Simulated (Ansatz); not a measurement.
Relaxation of Si₂O₂ with RKS PBE0-D4/def2-TZVP.

```sh
$ ansatz run in.yaml --threads 4 --pin off --events-out ev --progress --plain --max-ram 3916MiB
```

```yaml
crystal:
  periodic: [false, false, false]
  atoms:
    - {symbol: Si, position_ang: [1.202780, 0.167120, 0.300510]}
    - {symbol: Si, position_ang: [-1.202980, -0.166800, -0.300380]}
    - {symbol: O, position_ang: [0.073540, -1.095910, 0.316180]}
    - {symbol: O, position_ang: [-0.073340, 1.095600, -0.316310]}
basis:
  gaussian: {orbitals: def2-TZVP}
hamiltonian: {xc: pbe0, dispersion: d4}
scf: {lower_state_search: "off"}
output: {orbitals: {seedname: orbitals}}
relax: {f_tol: 0.02, max_steps: 100}
```

Run time 3.6 s (4 threads of Arm Neoverse V1 on a shared host).

Positions (Å) and forces (eV/Å) at steps 1, 2, 3, 4 of 4:

```xyz
4
step=1 energy=-19842.9356 eV
Si    1.203    0.167    0.301   -0.816   -0.116   -0.204
Si   -1.203   -0.167   -0.300    0.823    0.104    0.208
O     0.074   -1.096    0.316    0.037   -0.662    0.189
O    -0.073    1.096   -0.316   -0.044    0.673   -0.193
4
step=2 energy=-19842.9799 eV
Si    1.181    0.164    0.295   -0.245   -0.035   -0.061
Si   -1.181   -0.164   -0.295    0.249    0.027    0.064
O     0.075   -1.120    0.323   -0.002   -0.052    0.013
O    -0.075    1.120   -0.323   -0.002    0.059   -0.017
4
step=3 energy=-19842.9820 eV
Si    1.174    0.163    0.293   -0.050   -0.007   -0.013
Si   -1.174   -0.163   -0.293    0.052    0.003    0.014
O     0.075   -1.125    0.324   -0.007    0.047   -0.014
O    -0.075    1.125   -0.325    0.004   -0.042    0.013
4
step=4 energy=-19842.9821 eV
Si    1.173    0.163    0.293    0.005    0.002    0.002
Si   -1.173   -0.163   -0.293   -0.006   -0.001   -0.001
O     0.075   -1.124    0.324    0.000   -0.007    0.001
O    -0.075    1.124   -0.324    0.001    0.006   -0.002
```

The structure comes from a short search, and lower isomers may exist.
